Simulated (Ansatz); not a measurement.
Process, species as SMILES: FSF → 2 F atom + S atom
B3LYP-D3(BJ)/def2-TZVP geometries, fixed; electronic energies without zero-point terms.

Energies in hartree at PBE with Ansatz (an electronic-structure program); the atomisation energy is their sum with the coefficients shown, times 627.509 kcal/mol a hartree. All functions are spherical. Open shells are unrestricted. No added dispersion term, no relativity.

```
species  coefficient  part  cc-pV(D+d)Z  cc-pV(T+d)Z  cc-pV(Q+d)Z
-------  -----------  ----  -----------  -----------  -----------
FSF               -1   PBE   -597.47007   -597.57278   -597.59888
F atom            +2   PBE    -99.62478    -99.66135    -99.67154
S atom            +1   PBE   -397.93053   -397.94411   -397.94765
```

### Question
Predict the atomisation energy in cc-pV(5+d)Z (X = 5): let each PBE step shrink by the ratio of the last two. Compare with the run.

### Answer

- FSF: steps -0.10271 and -0.02610, ratio 0.254, so PBE -597.60551 (run: -597.60948).
- F atom: steps -0.03657 and -0.01019, ratio 0.279, so PBE -99.67438 (run: -99.67533).
- S atom: steps -0.01358 and -0.00354, ratio 0.261, so PBE -397.94857 (run: -397.95111).
Predicted 193.39 kcal/mol; the run in cc-pV(5+d)Z gives 193.09, a miss of 0.29. Keeping the value in cc-pV(Q+d)Z, 193.37, would miss by 0.28. All sums are of the energies as printed.
